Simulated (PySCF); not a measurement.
## Calculated data, AlBH$_{3}$O$_{2}$, AlBFH$_{3}$O, AlBH$_{3}$NO, B$_{3}$H$_{6}$Si and others

Calculation on a computer-drawn molecule: the log of a Hartree-Fock and frozen-core CCSD(T) single point meant for a local Hartree-Fock minimum, with one planted fault or none, to be diagnosed. Offsets are logged minus clean, where the clean run is the same molecule without the fault. The reference is restricted for singlets and unrestricted otherwise, and also for a bond in bohr or an excited solution. Adding or removing an electron swaps singlet and doublet. The excited solution moves the top pair (singlet) or top alpha electron (doublet) to the lowest empty orbital. Highest occupied and lowest empty are orbital energies over both spins, largest force is the largest gradient component, triples share is (T) over the correlation energy, the T1 limit is 0.02 restricted and 0.045 unrestricted, electrons count all cores, a negative frequency is imaginary (commonest isotopes), and the dipole is about the centre of nuclear charge. Program: PySCF 2.14.0.

Common to all runs: meant basis cc-pV(D+d)Z; logged SCF converged yes; possible faults no fault, one electron removed, one electron added, multiplicity raised by two, geometry at a saddle point, SCF held on an excited solution, minimal basis STO-3G, one bond length entered in bohr, all coordinates scaled.

(1) AlBH$_{3}$O$_{2}$

Logged structure:
```xyz
7
AlBH3O2
B     -2.0996     1.1635     1.1878
O     -0.8428     0.5937     0.9562
Al     0.5976    -0.0594     0.6911
O      2.0217    -0.7049     0.4287
H     -2.1261     2.2088     1.7554
H     -3.0493     0.5607     0.8001
H      2.8694    -1.0892     0.2728
```

| Quantity | Value |
| --- | --- |
| meant charge | 1 |
| meant multiplicity | 1 |
| logged electrons | 37 |
| logged basis functions | 80 |
| logged spin squared | 0.7582 |
| logged highest occupied | -6.0143 eV |
| logged lowest empty | 2.0627 eV |
| logged largest force | 0.082609 hartree/bohr |
| logged T1 diagnostic | 0.017236 |
| logged D1 diagnostic | 0.048626 |
| logged triples share | 0.024027 |
| logged CC converged | yes |
| logged dipole magnitude | 1.3037 debye |
| logged SCF stable within its kind | yes |
| logged energy HF | -418.14581 hartree |
| logged energy CCSD(T) | -418.68527 hartree |
| planted fault | one electron added |
| HF energy offset from clean run | -126.9 kcal/mol |
| CCSD(T) energy offset from clean run | -137.3 kcal/mol |

Drawn bonds:
```
atom  other atom  order
   1           2      1
   2           3      1
   3           4      1
   1           5      1
   1           6      1
   4           7      1
```

(2) AlBFH$_{3}$O

Logged structure:
```xyz
7
AlBFH3O
B     -2.1159     0.2883     0.4055
O     -0.9363    -0.2335     0.0314
Al     0.4582    -1.0169    -0.4545
F      0.3177    -2.5747    -0.9713
H     -2.7924     0.8727    -0.4021
H     -2.4836     0.1740     1.5471
H      1.8511    -0.3291    -0.4327
```

| Quantity | Value |
| --- | --- |
| meant charge | 0 |
| meant multiplicity | 1 |
| logged electrons | 38 |
| logged basis functions | 27 |
| logged spin squared | 0 |
| logged highest occupied | -8.4701 eV |
| logged lowest empty | 9.0932 eV |
| logged largest force | 0.043243 hartree/bohr |
| logged T1 diagnostic | 0.022131 |
| logged D1 diagnostic | 0.08028 |
| logged triples share | 0.052449 |
| logged CC converged | yes |
| logged dipole magnitude | 1.7638 debye |
| logged SCF stable within its kind | yes |
| logged energy HF | -437.14202 hartree |
| logged energy CCSD(T) | -437.30642 hartree |
| planted fault | minimal basis STO-3G |
| HF energy offset from clean run | 3567 kcal/mol |
| CCSD(T) energy offset from clean run | 3811 kcal/mol |

Drawn bonds:
```
atom  other atom  order
   1           2      1
   2           3      1
   3           4      1
   1           5      1
   1           6      1
   3           7      1
```

Notes: T1 above single-reference limit.

(3) AlBH$_{3}$NO

Logged structure:
```xyz
7
AlBH3NO
B     -1.0188    -2.2249     0.9131
O     -0.9087    -1.0502     1.5711
Al    -0.7986     0.4014     2.3617
N     -0.6942     1.7895     3.1170
H     -1.7713    -2.3080    -0.0205
H     -0.3620    -3.1643     1.2742
H     -0.6263     2.6552     3.5905
```

| Property | Result |
| --- | --- |
| meant charge | 0 |
| meant multiplicity | 1 |
| logged electrons | 37 |
| logged basis functions | 80 |
| logged spin squared | 0.9031 |
| logged highest occupied | 0.084007 eV |
| logged lowest empty | 7.2874 eV |
| logged largest force | 0.072632 hartree/bohr |
| logged T1 diagnostic | 0.029918 |
| logged D1 diagnostic | 0.10837 |
| logged triples share | 0.032701 |
| logged CC converged | yes |
| logged dipole magnitude | 3.0526 debye |
| logged SCF stable within its kind | yes |
| logged energy HF | -397.66705 hartree |
| logged energy CCSD(T) | -398.21645 hartree |
| planted fault | one electron added |
| HF energy offset from clean run | 18.05 kcal/mol |
| CCSD(T) energy offset from clean run | 6.426 kcal/mol |

Drawn bonds:
```
atom  other atom  order
   1           2      1
   2           3      1
   3           4      2
   1           5      1
   1           6      1
   4           7      1
```

Notes: highest electron not bound in this basis.

(4) AlBH$_{3}$NO

Structure as in entry 3.

| Quantity | Value |
| --- | --- |
| meant charge | 0 |
| meant multiplicity | 1 |
| logged electrons | 36 |
| logged basis functions | 80 |
| logged spin squared | 0 |
| logged highest occupied | -5.168 eV |
| logged lowest empty | -3.8848 eV |
| logged largest force | 0.20389 hartree/bohr |
| logged CC converged | no |
| logged dipole magnitude | 6.5297 debye |
| logged SCF stable within its kind | no |
| logged energy HF | -397.35203 hartree |
| planted fault | SCF held on an excited solution |
| HF energy offset from clean run | 215.7 kcal/mol |

Drawn bonds:
```
atom  other atom  order
   1           2      1
   2           3      1
   3           4      2
   1           5      1
   1           6      1
   4           7      1
```

Notes: CCSD not converged.

(5) AlBH$_{3}$O$_{2}$

Logged structure:
```xyz
7
AlBH3O2
B      0.0300    -1.0957     2.2784
O      0.1481    -0.5976     1.0417
Al     0.1606     0.1020    -0.4994
O      1.4903    -0.1414    -1.5069
H     -0.4724    -2.1804     2.4457
H      0.7856     0.1027     4.0661
H      2.2783    -0.6347    -1.3451
```

| Quantity | Value |
| --- | --- |
| meant charge | 0 |
| meant multiplicity | 2 |
| logged electrons | 37 |
| logged basis functions | 80 |
| logged spin squared | 1.3581 |
| logged highest occupied | -8.7668 eV |
| logged lowest empty | 0.726 eV |
| logged largest force | 0.028103 hartree/bohr |
| logged T1 diagnostic | 0.060685 |
| logged D1 diagnostic | 0.26733 |
| logged triples share | 0.028603 |
| logged CC converged | yes |
| logged dipole magnitude | 1.6611 debye |
| logged SCF stable within its kind | yes |
| logged energy HF | -418.0859 hartree |
| logged energy CCSD(T) | -418.62153 hartree |
| planted fault | one bond length entered in bohr, row 5 of the drawn bonds |
| HF energy offset from clean run | 74.51 kcal/mol |
| CCSD(T) energy offset from clean run | 72.37 kcal/mol |

Drawn bonds:
```
atom  other atom  order
   1           2      1
   2           3      1
   3           4      1
   1           5      1
   1           6      1
   4           7      1
```

Notes: T1 above single-reference limit.

(6) AlBH$_{3}$O$_{2}$

Logged structure:
```xyz
7
AlBH3O2
B      0.0300    -1.0957     2.2784
O      0.1481    -0.5976     1.0417
Al     0.1606     0.1020    -0.4994
O      1.4903    -0.1414    -1.5069
H     -0.4724    -2.1804     2.4457
H      0.4298    -0.4615     3.2244
H      2.2783    -0.6347    -1.3451
```

| Quantity | Value |
| --- | --- |
| meant charge | 0 |
| meant multiplicity | 2 |
| logged electrons | 37 |
| logged basis functions | 80 |
| logged spin squared | 0.7563 |
| logged highest occupied | -4.5193 eV |
| logged lowest empty | -2.4578 eV |
| logged largest force | 0.020364 hartree/bohr |
| logged dipole magnitude | 1.8405 debye |
| logged SCF stable within its kind | no |
| logged energy HF | -418.042 hartree |
| planted fault | SCF held on an excited solution |
| HF energy offset from clean run | 102.1 kcal/mol |

Drawn bonds:
```
atom  other atom  order
   1           2      1
   2           3      1
   3           4      1
   1           5      1
   1           6      1
   4           7      1
```

Notes: coupled-cluster numbers left out as unreliable.

(7) B$_{3}$H$_{6}$Si

Logged structure:
```xyz
10
B3H6Si
B      0.0305     0.1862    -1.4982
Si     0.0999    -1.1061     0.0696
B     -1.6215    -1.7068     0.9688
B      1.8905    -1.7965     0.7400
H      0.0750     1.3549    -1.2732
H     -0.0528    -0.2595    -2.5994
H     -2.1670    -2.6826     0.5581
H     -2.0386    -1.0668     1.8824
H      2.3278    -2.7975     0.2654
H      2.4545    -1.1814     1.5896
```

| Quantity | Value |
| --- | --- |
| meant charge | 1 |
| meant multiplicity | 1 |
| logged electrons | 34 |
| logged basis functions | 95 |
| logged spin squared | 0 |
| logged highest occupied | -10.804 eV |
| logged lowest empty | -9.9771 eV |
| logged largest force | 0.097142 hartree/bohr |
| logged CC converged | no |
| logged dipole magnitude | 3.0391 debye |
| logged SCF stable within its kind | no |
| logged energy HF | -365.71874 hartree |
| planted fault | SCF held on an excited solution |
| HF energy offset from clean run | 253.9 kcal/mol |

Drawn bonds:
```
atom  other atom  order
   1           2      1
   2           3      1
   2           4      1
   1           5      1
   1           6      1
   3           7      1
   3           8      1
   4           9      1
   4          10      1
```

Notes: CCSD not converged.

(8) BH$_{6}$N$_{2}$Si

Logged structure:
```xyz
10
BH6N2Si
B     -2.1853     2.0290     0.8967
Si    -1.1746     0.6539    -0.2249
N     -0.3618     1.0972    -1.5842
N     -1.1459    -0.9346     0.2007
H     -2.7360     1.6595     1.8831
H     -2.1945     3.1601     0.5315
H     -0.3383     2.0489    -1.9066
H      0.1589     0.4825    -2.1852
H     -0.6754    -1.6691    -0.2987
H     -1.6169    -1.2772     1.0198
```

| Property | Result |
| --- | --- |
| meant charge | 1 |
| meant multiplicity | 1 |
| logged electrons | 38 |
| logged basis functions | 30 |
| logged spin squared | 0 |
| logged highest occupied | -14.737 eV |
| logged lowest empty | -1.2656 eV |
| logged largest force | 0.018088 hartree/bohr |
| logged T1 diagnostic | 0.022301 |
| logged D1 diagnostic | 0.10345 |
| logged triples share | 0.027769 |
| logged CC converged | yes |
| logged dipole magnitude | 0.10804 debye |
| logged SCF stable within its kind | yes |
| logged energy HF | -420.80579 hartree |
| logged energy CCSD(T) | -421.02596 hartree |
| planted fault | minimal basis STO-3G |
| HF energy offset from clean run | 3149 kcal/mol |
| CCSD(T) energy offset from clean run | 3360 kcal/mol |

Drawn bonds:
```
atom  other atom  order
   1           2      1
   2           3      1
   2           4      1
   1           5      1
   1           6      1
   3           7      1
   3           8      1
   4           9      1
   4          10      1
```

Notes: T1 above single-reference limit.

(9) BH$_{4}$O$_{2}$Si

Logged structure:
```xyz
8
BH4O2Si
B     -0.5393    -0.7275    -0.7327
Si     1.0683    -1.9514    -0.5324
O      1.1984    -2.7302     0.8218
O      2.2063    -2.2099    -1.5849
H     -0.4220     0.4024    -0.3866
H     -1.5354    -1.1902    -1.1844
H      1.8614    -3.3447     1.1219
H      2.3597    -1.8727    -2.4602
```

| Property | Result |
| --- | --- |
| meant charge | 1 |
| meant multiplicity | 1 |
| logged electrons | 38 |
| logged basis functions | 85 |
| logged spin squared | 0 |
| logged highest occupied | -12.002 eV |
| logged lowest empty | -10.715 eV |
| logged largest force | 0.071734 hartree/bohr |
| logged CC converged | no |
| logged dipole magnitude | 1.9646 debye |
| logged SCF stable within its kind | no |
| logged energy HF | -465.01412 hartree |
| planted fault | SCF held on an excited solution |
| HF energy offset from clean run | 295.2 kcal/mol |

Drawn bonds:
```
atom  other atom  order
   1           2      1
   2           3      1
   2           4      1
   1           5      1
   1           6      1
   3           7      1
   4           8      1
```

Notes: CCSD not converged.

(10) B$_{2}$H$_{4}$NSi

Logged structure:
```xyz
8
B2H4NSi
B      0.4206     1.6823     2.9957
Si     0.2008     2.0608     1.0113
B     -1.3942     1.5378    -0.0267
N     -2.3900     1.2027    -0.6379
H      0.9309     0.6565     3.3170
H      0.0319     2.4997     3.7681
H      1.2577     2.7579     0.2671
H     -3.1981     0.9338    -1.1473
```

| Quantity | Value |
| --- | --- |
| meant charge | 1 |
| meant multiplicity | 1 |
| logged electrons | 34 |
| logged basis functions | 28 |
| logged spin squared | 0 |
| logged highest occupied | -15.083 eV |
| logged lowest empty | -2.8355 eV |
| logged largest force | 0.069817 hartree/bohr |
| logged T1 diagnostic | 0.018665 |
| logged D1 diagnostic | 0.05858 |
| logged triples share | 0.023652 |
| logged CC converged | yes |
| logged dipole magnitude | 2.5812 debye |
| logged SCF stable within its kind | yes |
| logged energy HF | -390.18964 hartree |
| logged energy CCSD(T) | -390.42372 hartree |
| planted fault | minimal basis STO-3G |
| HF energy offset from clean run | 2874 kcal/mol |
| CCSD(T) energy offset from clean run | 3013 kcal/mol |

Drawn bonds:
```
atom  other atom  order
   1           2      1
   2           3      1
   3           4      2
   1           5      1
   1           6      1
   2           7      1
   4           8      1
```
